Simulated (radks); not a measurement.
The numbers below are computed, except where a source is named.
Valence configurations of Fe II (all share [Ar]). Level of theory: non-relativistic Kohn-Sham, LDA (Slater exchange, Perdew-Wang correlation), spin-polarised, spherical densities, point nucleus; open shells are filled with parallel spins first (a radial shooting solver on a logarithmic mesh with Libxc functionals). Energies are relative to 3d6 4s1; eigenvalues in eV for spin up.

| valence | E (eV) | moment (Bohr magnetons) | e(3d) | e(4p) | e(4s) |
|---|---|---|---|---|---|
| 3d6 4s1 | 0.000 | 5 | -17.807 | - | -13.110 |
| 3d7 | 0.028 | 3 | -12.847 | - | - |
| 3d6 4p1 | 5.133 | 5 | -19.120 | -8.744 | - |
| 3d5 4s2 | 4.028 | 5 | -23.932 | - | -14.592 |
| 3d3 4s2 4p2 | 45.942 | 5 | -40.152 | -12.773 | -19.635 |
| 3d4 4s2 4p1 | 21.873 | 5 | -31.806 | -10.954 | -17.202 |
| 3d5 4s1 4p1 | 7.691 | 7 | -25.122 | -10.027 | -15.773 |
| 3d6 4s0.5 4p0.5 | 2.559 | 5 | -18.471 | -8.392 | -13.522 |
| 3d3.5 4s2 4p1.5 | 33.091 | 5 | -35.925 | -11.878 | -18.436 |
| 3d3 4s1 4p3 | 49.882 | 7 | -41.050 | -13.550 | -20.533 |

NIST lists [Ar] 3d6 4s1 as the ground configuration; this level of theory agrees among the configurations tried. The energies are those of spherical high-spin densities, not of single terms.
